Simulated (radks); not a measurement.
Valence configurations of the hafnium ion Hf+ (all share [Xe]). Method: scalar-relativistic Kohn-Sham, LDA (Slater exchange, Perdew-Wang correlation), spin-polarised, spherical densities, finite nucleus; open shells are filled with parallel spins first (spin-orbit coupling, left out, can overturn this in heavy ions); Fermi nuclear charge, rms radius 5.347 fm; computed with a radial shooting solver on a logarithmic mesh with Libxc functionals. Energies are relative to 4f14 5d1 6s2; eigenvalues in eV for spin up.

valence,E (eV),moment (Bohr magnetons),e(4f),e(5d),e(6p),e(6s)
4f14 5d1 6s2,0.000,1,-26.460,-11.212,-,-12.275
4f14 5d2 6s1,0.412,3,-24.020,-10.057,-,-11.832
4f14 5d0.5 6s2 6p0.5,2.190,1,-28.517,-12.553,-7.844,-13.159
4f14 5d1 6s1 6p1,4.154,3,-27.844,-12.581,-8.201,-13.512
4f14 6s2 6p1,4.720,1,-30.620,-,-8.485,-14.016
4f13.5 5d1 6s2 6p0.5,10.880,2,-32.832,-13.506,-8.025,-13.530
4f12.5 5d2 6s2 6p0.5,32.737,4,-41.862,-15.346,-8.326,-14.166
4f12 5d3 6s2,42.343,5,-44.314,-14.703,-,-13.503
4f12 5d1 6s2 6p2,59.692,5,-53.495,-20.810,-10.351,-17.075
4f11 5d3 6s2 6p1,82.520,7,-58.719,-19.616,-9.356,-15.861

NIST lists [Xe] 4f14 5d1 6s2 as the ground configuration; this level of theory agrees among the configurations tried. The energies are those of spherical high-spin densities, not of single terms.
